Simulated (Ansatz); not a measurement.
Isolated molecules relaxed with PBE0-D4/def2-TZVP in Ansatz; ΔE leaves out vibrations. CBS: MP2 limit from def2 TZ/QZ plus the TZ coupled-cluster correction, frozen cores. DFT in def2-TZVPP. For Se, Ti outer-core shells are correlated without core-valence functions, which leaves a few kJ/mol of doubt a bond. Scalar relativity is left out up to krypton. Each species was taken in one conformer, which may not be the lowest.

Consider the redistribution: `[OH][Ti]([OH])([SeH])[SeH]` + `O[SiH2]F` → `[OH][Ti]([OH])([OH])[SeH]` + `F[SiH2][SeH]`.

`[OH][Ti]([OH])([SeH])[SeH]`:

Cartesian coordinates in Å:
```
O -0.174 1.896 0.263
Ti -0.083 0.169 -0.115
O -0.379 -0.255 -1.801
Se 2.169 -0.450 0.564
Se -1.715 -1.132 1.137
H -0.332 2.733 -0.174
H -0.005 -0.674 -2.575
H 1.874 -1.873 0.332
H -1.356 -0.414 2.371
```

`O[SiH2]F`:

Cartesian coordinates in Å:
```
O -1.013 -0.707 0.304
Si 0.162 0.336 -0.127
F 1.038 -0.253 -1.324
H -0.776 -1.511 0.769
H -0.518 1.552 -0.608
H 1.108 0.584 0.986
```

`[OH][Ti]([OH])([OH])[SeH]`:

```xyz
9

O    -1.356   -0.831    0.988
Ti   -0.258    0.050   -0.120
O    -1.169    0.977   -1.344
O     0.909   -1.077   -0.855
Se    1.013    1.753    1.100
H    -1.306   -1.718    1.346
H    -1.015    1.144   -2.275
H     1.854   -1.091   -1.010
H     1.328    0.793    2.170
```

`F[SiH2][SeH]`:

```xyz
6

F     0.625   -0.317   -1.664
Si   -0.313   -0.285   -0.371
Se    0.868   -0.044    1.538
H    -1.251    0.844   -0.553
H    -0.996   -1.592   -0.267
H     1.067    1.394    1.316
```

(1) Is it downhill or uphill in electronic energy at CCSD(T)/CBS, and by how much? (Estimate.)

(2) What do these levels give: PBE0-D4, MP2/def2-TZVPP, CCSD/def2-TZVPP, HF/def2-QZVPP, SCS-MP2/def2-QZVPP, CCSD/CBS(def2)? (Estimate.)

Largest T1 diagnostic among the species: 0.023, so the coupled-cluster value is less sure than usual.

Results:

(1) The calculation gave: Uphill: ΔE = +36.8 kJ/mol.

(2) Ansatz gave: PBE0-D4 26.1, MP2/def2-TZVPP 49.0, CCSD/def2-TZVPP 30.9, HF/def2-QZVPP 28.8, SCS-MP2/def2-QZVPP 43.1, CCSD/CBS(def2) 29.9 kJ/mol.

In def2-TZVPP, CCSD(T) changes the Hartree–Fock value by +9.7 kJ/mol (the triples alone add +6.9 kJ/mol) and MP2 by +20.9 kJ/mol. From PBE to PBE0 (25 % exact exchange), in def2-TZVPP and without D4, ΔE moves by +3.5 kJ/mol.
